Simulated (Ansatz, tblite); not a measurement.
Removing an electron: [SnF3]- (SnF₃⁻). Charge -1, multiplicity 1. Geometry: PBE0-D4/def2-TZVPD. Ansatz, gas phase; energy differences of separate SCF runs; the oxidised species was run as a doublet alone.

```tsv
atom	x (Å)	y (Å)	z (Å)
Sn1	0.534	-0.320	0.479
F2	-1.425	-0.482	0.838
F3	0.404	-0.846	-1.445
F4	0.487	1.647	0.128
```

In the def2 sets Sn takes a core potential; there is no spin–orbit coupling. The xTB rows come from tblite.

Question: Estimate orbital energies and vertical ionisation energies at: GFN1-xTB; GFN2-xTB; PBE-D4/def2-TZVPD; r2SCAN-D4/def2-TZVPD; PBE0-D4/def2-TZVPD.

Answer: 
| level | −HOMO (eV) | vertical IE (eV) | −LUMO (eV) | HOMO–LUMO gap (eV) |
| --- | --- | --- | --- | --- |
| GFN1-xTB | 6.04 | 9.83 | -0.65 | 6.68 |
| GFN2-xTB | 5.44 | 9.21 | -1.51 | 6.95 |
| PBE-D4/def2-TZVPD | 1.24 | 4.30 | -3.46 | 4.69 |
| r2SCAN-D4/def2-TZVPD | 1.47 | 4.38 | -3.89 | 5.36 |
| PBE0-D4/def2-TZVPD | 2.33 | 4.50 | -4.04 | 6.37 |

Relaxing the oxidised species (PBE0-D4/def2-TZVPD) changes its energy by -0.48 eV at PBE0-D4/def2-TZVPD, so the adiabatic ionisation energy to this nearest minimum is 4.02 eV. At PBE-D4/def2-TZVPD it is 4.04 eV.   Raw xTB energy differences between charge states are shifted by several eV; the methods need an empirical correction for them.
